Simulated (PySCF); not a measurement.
Isomers of C6H11B and their computed core-level spectra.

Method: PySCF, delta-SCF UKS SCAN, pcX-2 on the ionised atom, pcseg-1 elsewhere, spin-free X2C. Geometries: PBE0-D3(BJ)/def2-SVP; isolated species, one conformer each.

Line lists (1s up to Mg, 2p3/2 beyond; areas count atoms within a level, one atom standing for each set equivalent by bonding):
1. B 1s: 194.51 eV; C 1s: 290.09 (area 1), 290.47 (area 2), 290.69 (area 1), 290.70 (area 2) eV
2. B 1s: 194.98 eV; C 1s: 289.68 (area 1), 290.01 (area 1), 290.17 (area 2), 290.24 (area 1), 290.62 (area 1) eV
3. B 1s: 195.36 eV; C 1s: 289.62 (area 1), 289.70 (area 1), 289.83 (area 2), 290.54 (area 1), 291.29 (area 1) eV

Structures:
A. `C=CBC1CCC1`
B. `B[C@]12CC[C@H]1CC2`
C. `CC#CCB(C)C`

Task: Match each list to its structure.

Result: 
- 1 = B: no other candidate has these counts of sites. B 1s: 194.51 three-coordinate boron; C 1s: 290.09 sp3 carbon bound to boron, 290.47 four-membered-ring carbon (×2), 290.69 sp3 carbon at a ring junction, 290.70 four-membered-ring carbon (×2).
- 2 = A: another candidate has the same counts of sites, so positions decide. B 1s: 194.98 three-coordinate boron; C 1s: 289.68 sp3 carbon bound to boron, 290.01 alkene CH carbon, 290.17 four-membered-ring carbon (×2), 290.24 four-membered-ring carbon, 290.62 terminal =CH2 carbon.
- 3 = C: another candidate has the same counts of sites, so positions decide. B 1s: 195.36 three-coordinate boron; C 1s: 289.62 alkyne carbon, 289.70 alkyne carbon, 289.83 sp3 carbon bound to boron (×2), 290.54 sp3 carbon bound to boron, 291.29 propargylic carbon.

2 of these hole states are spin-contaminated (⟨S²⟩ up to 0.94, against 0.75; counted from 0.85) and less certain.
